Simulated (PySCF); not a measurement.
Geometries of 2 isomers of C5H5NS, from PySCF 2.14.0, PBE0-D3(BJ)/def2-SVP geometry optimisation, gas phase. One conformer each, no zero-point energy, no frequencies.

Problem. Which is lower in electronic energy at this level?
A.
```xyz
12
angstrom
C     -2.170   -0.238    0.920
N     -1.236   -0.942    0.432
C     -0.008   -0.362    0.120
C      1.223   -1.066    0.307
C      2.310   -0.335   -0.083
S      1.852    1.195   -0.721
C      0.190    0.886   -0.437
H     -3.147   -0.701    1.112
H     -2.056    0.834    1.174
H      1.270   -2.071    0.727
H      3.361   -0.616   -0.041
H     -0.568    1.605   -0.743
```
B.
```xyz
12
angstrom
C     -2.133   -1.163    0.059
C     -1.360   -0.079   -0.085
C      0.037   -0.055   -0.472
C      0.843    1.054   -0.621
N      2.132    0.823   -0.988
C      2.344   -0.449   -1.130
S      0.978   -1.467   -0.825
H     -1.751   -2.174   -0.115
H     -3.179   -1.071    0.356
H     -1.789    0.912    0.100
H      0.497    2.077   -0.458
H      3.302   -0.884   -1.422
```

Solution. B. That is `C=Cc1cncs1`, 7.6 kcal/mol below the other.

```csv
SMILES,atoms numbered as above,E (Eh),relative (kcal/mol),relative (kJ/mol),dipole (D)
C=Cc1cncs1,[CH2:1]=[CH:2][c:3]1[cH:4][n:5][cH:6][s:7]1,-645.72847,0.0,0.0,1.51
C=Nc1ccsc1,[CH2:1]=[N:2][c:3]1[cH:4][cH:5][s:6][cH:7]1,-645.71643,7.6,31.6,1.15
```

As drawn, the lower has a C=C bond outside aromatic rings, which the higher lacks; the higher has a C=N bond, which the lower lacks.
